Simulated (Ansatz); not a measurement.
```yaml
crystal:
  periodic: [false, false, false]
  atoms:
    - {symbol: F, position_ang: [-0.495906, 0.275513, 0.894589]}
    - {symbol: C, position_ang: [0.888767, 0.689255, 0.573065]}
    - {symbol: S, position_ang: [1.362306, -0.242967, -0.868754]}
    - {symbol: Al, position_ang: [-0.803392, -0.821290, -0.704188]}
    - {symbol: F, position_ang: [-1.879667, 0.105889, -1.545754]}
    - {symbol: H, position_ang: [1.452569, 0.443655, 1.470058]}
    - {symbol: H, position_ang: [0.805625, 1.762258, 0.414180]}
    - {symbol: H, position_ang: [-1.238103, -2.269314, -0.289093]}
basis:
  gaussian: {orbitals: "6-31++G**"}
magnetization: {spin_polarized: true, initial_magnetization: 1}
hamiltonian: {xc: {name: B3LYP5}}
scf: {lower_state_search: off}
output: {forces: true}
```

```sh
$ ansatz run in.yaml --threads 2 --pin off --events-out ev --progress --plain --max-ram 4352MiB
```

How does Ansatz answer? (Estimate.)

The calculation gave: The input was rejected before any iteration.
```
Error: a molecule whose nuclei and cores have a total charge of 56 cannot have a net charge of 0 together with 1 unpaired electrons
```

B3LYP here is the variant with VWN-RPA as its local correlation; programs differ in this.
